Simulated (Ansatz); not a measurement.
Relaxed structures of GeSiH$_{4}$O, closed shell (PBE0-D4/def2-TZVP; forces vanish, vibrations not checked; lower isomers may exist, and structures with a doubtful reference or unclear bonds are left out; Å). Program: Ansatz 0.2.0. Basis: def2-TZVPP. Cores are frozen in the correlated methods. Filled d shells of the heavier atoms are correlated. The def2 sets are not built for correlating such inner shells, so the correlated values are less sure here.

Q: Rank them by CCSD(T) energy, lowest first, and give each one's height above the lowest. Links in brackets join atoms within 1.22 times the sum of their covalent radii (1.1 for two metals). (To be estimated.)
A.
GeSiH₄O ([OH][SiH][GeH2])
```
7
angstrom
O -1.7922 -1.4778 1.2794
Si -0.4958 -1.1585 0.3306
Ge 0.3850 0.9084 0.0709
H -0.5469 -2.0897 -0.8399
H -2.4246 -2.1342 0.9800
H 0.5666 1.5583 1.4650
H 1.8102 0.5745 -0.4496
```
B.
GeSiH₄O ([OH]1[SiH][GeH2]1)
```
7
angstrom
O 1.3676 -0.3621 0.3477
Si -0.2229 -1.3984 0.2791
Ge -0.0931 0.9720 0.0973
H -0.1926 -1.4687 -1.2511
H 0.4521 1.7070 -1.1544
H 0.1774 1.9181 1.2906
H 1.9491 -0.4204 -0.4171
```
C.
GeSiH₄O ([OH][SiH]1[H][GeH]1)
```
7
angstrom
O -1.7834 -1.4632 0.6957
Si -0.3511 -0.9344 0.0881
Ge 0.7849 0.9939 0.5979
H -0.1400 -1.8357 -1.0740
H -0.5511 0.6006 -0.5992
H -2.0810 -1.0580 1.5133
H 1.6340 0.3469 -0.5955
```
D.
GeSiH₄O ([O][SiH][GeH3])
```
7
angstrom
O -1.7332 -1.5261 1.1121
Si -0.7644 -1.1384 0.0061
Ge 0.5493 0.8538 0.0323
H -0.5582 -1.9938 -1.2034
H 0.2060 1.6866 -1.2132
H 0.2658 1.6527 1.3059
H 2.0347 0.4652 -0.0398
```

A: The calculation gives: C (0.0 kJ/mol), D (10.1 kJ/mol), A (13.5 kJ/mol), B (79.3 kJ/mol). Heights count from the lowest.

T1 diagnostic: at most 0.018. The restricted Hartree–Fock reference is unstable towards an unrestricted one at one or more of these structures. A large double-excitation amplitude points to some diradical character; no triplet was computed.

For scale, one of the runs: CCSD(T)/def2-TZVPP, 177 basis functions, launched by `ansatz run in.yaml --threads 2 --pin off --events-out ev --progress --plain --max-ram 4352MiB`. Time: 68 s of wall clock on 2 CPU threads of an Arm Neoverse V1; the host was shared. Peak host memory: 1.6 GiB.
